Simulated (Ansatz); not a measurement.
`O[Si@@H](Cl)[Si@@H](O)Cl` + CH₄ → `C[Si@@H](O)[Si@H](O)Cl` + HCl  (formal exchange of groups at the Si–Cl bond)

Isolated molecules relaxed with PBE0-D4/def2-TZVP in Ansatz; ΔE leaves out vibrations. CBS: MP2 limit from def2 TZ/QZ plus the TZ coupled-cluster correction, frozen cores. This one scheme is used for every species. DFT in def2-TZVPP. One conformer a species, not always the lowest.

`O[Si@@H](Cl)[Si@@H](O)Cl`:

Cartesian coordinates in Å:
```
O 1.134 -1.601 -0.880
Si 1.348 -0.210 -0.046
Cl 2.183 1.267 -1.219
Si -0.758 0.586 0.603
O -1.713 0.024 -0.611
Cl -1.318 -0.231 2.413
H 0.362 -1.643 -1.450
H 2.304 -0.501 1.041
H -0.898 2.054 0.771
H -2.645 0.253 -0.620
```

CH₄:

```xyz
5

C     0.000    0.000    0.000
H     0.744   -0.699    0.380
H    -0.448   -0.404   -0.907
H     0.478    0.953   -0.225
H    -0.774    0.151    0.752
```

`C[Si@@H](O)[Si@H](O)Cl`:

```xyz
13

C     1.501   -0.998    0.794
Si    0.031   -0.644   -0.298
O    -1.237   -1.670   -0.021
Si   -0.790    1.524    0.060
O    -1.987    1.979   -0.965
Cl    0.882    2.730   -0.194
H     1.231   -0.938    1.851
H     2.293   -0.269    0.601
H     1.906   -1.994    0.600
H     0.468   -0.735   -1.727
H    -1.118   -2.601   -0.215
H    -1.315    1.807    1.414
H    -1.866    1.807   -1.900
```

HCl:

Z-matrix (Å, degrees):
```
Cl
H 1 1.279
```

| level | ΔE (kJ/mol) |
| --- | --- |
| PBE | 112.5 |
| r2SCAN | 117.5 |
| CCSD(T)/def2-TZVPP | 109.3 |
| SCS-MP2/def2-QZVPP | 116.0 |

(1) What does CCSD(T)/CBS give? (Estimate.)

Largest T1 diagnostic among the species: 0.011.

Answers

(1) Ansatz gave: +112.6 kJ/mol. The listed levels differ from it by -0.1, 4.9, -3.3, 3.4 kJ/mol.

In def2-TZVPP, CCSD(T) changes the Hartree–Fock value by −12.7 kJ/mol (the triples alone add −0.2 kJ/mol) and MP2 by −7.4 kJ/mol.
